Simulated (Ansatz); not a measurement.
A search over several starts for the lowest SCF solution of ZrHCl₃ at the given spin, in a small basis.

```yaml
crystal:
  periodic: [false, false, false]
  atoms:
    - {symbol: Zr, position_ang: [-0.000068, 0.000076, -0.007914]}
    - {symbol: H, position_ang: [0.013335, -0.016874, 1.821692]}
    - {symbol: Cl, position_ang: [2.246753, 0.011756, -0.622455]}
    - {symbol: Cl, position_ang: [-1.135201, 1.952841, -0.577578]}
    - {symbol: Cl, position_ang: [-1.124819, -1.947800, -0.613755]}
basis:
  gaussian: {orbitals: def2-SVP, initial_orbitals: start.molden}
hamiltonian: {xc: pbe0, dispersion: d4}
output: {orbitals: {seedname: orbitals}}
```

The file start.molden holds the orbitals of an earlier run on this structure, at another level or in another basis.

```sh
$ ansatz run in.yaml --threads 4 --pin off --events-out ev --progress --plain --max-ram 3916MiB
```

Output, abridged:

```
Functional definition: PBE0
857 factors; integrals over basis functions are off by at most 1.2e-3 eV
mean field evaluation 1: about -38846.2137 eV, gradient 3.9e0 eV
mean field evaluation 2: about -38846.2404 eV, gradient 5.1e-2 eV
mean field evaluation 4: about -38846.3150 eV, gradient 6.0e-4 eV
mean field evaluation 8: about -38845.1986 eV, gradient 1.9e1 eV
mean field evaluation 16: about -38846.3151 eV, gradient 1.6e-2 eV
mean field -38846.31505302 eV, -1427.5757472203 hartree, gradient 3.0e-5 eV, S^2 0.000000; 1 other end points of the search recorded, 0 dependent functions left out
reference -38846.31511194 eV, -1427.5757493857 hartree; 32, 32 occupied and 58, 58 virtual orbitals, 857 factors
Total energy: -38846.46198180 eV, -1427.5811467536 hartree
```

Hardware: 4 threads of Arm Neoverse V2 on a shared host. Wall time 1.6 s.

In the def2 sets Zr takes a core potential; there is no spin–orbit coupling.
